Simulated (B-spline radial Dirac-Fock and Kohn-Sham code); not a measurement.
# Elastic and transport cross sections of xenon for positrons

Model: relativistic (Dirac) partial waves in the static field of the Dirac-Fock atom, without polarisation or absorption potentials. Program: an atomic code on a B-spline grid. Below a few hundred eV the neglected polarisation potential matters, most of all at small angles. σ_tr1 and σ_tr2 weight the cross section with 1 − P₁ and 1 − P₂ of cos θ; "backward" is the share scattered beyond 90°.

```csv
energy (eV),σ (a₀²),σ_tr1 (a₀²),σ_tr2 (a₀²),σ/σ_tr1,backward (%)
140,18.7,3.97,6.84,4.71,5.9
187,17.2,3.20,5.62,5.36,5.0
394,13.3,1.77,3.22,7.52,3.3
1050,8.92,0.750,1.44,11.9,1.9
1190,8.44,0.665,1.29,12.7,1.7
2750,5.68,0.276,0.568,20.6,0.90
7920,?,?,?,?,?
10200,2.75,0.0567,0.126,48.4,0.30
11400,2.57,0.0490,0.110,52.4,0.27
45700,1.03,0.00663,0.0161,155,0.063
55500,0.903,0.00491,0.0121,184,0.050
67700,0.790,0.00359,0.00895,220,0.039
79500,0.710,0.00279,0.00701,255,0.032
86700,0.670,0.00243,0.00613,276,0.029
93800,0.637,0.00214,0.00543,297,0.026
95100,0.631,0.00210,0.00532,301,0.025
```

Question: Fill in the row for 7.92 keV.

Answer: σ = 3.20 a₀², σ_tr1 = 0.0786 a₀², σ_tr2 = 0.172 a₀², σ/σ_tr1 = 40.7, backward 0.38 %. The ratio σ/σ_tr1 is roughly the number of elastic collisions that randomise the direction.

Values without a named source are computed, but for edge energies of neutral atoms, which are taken from tables.
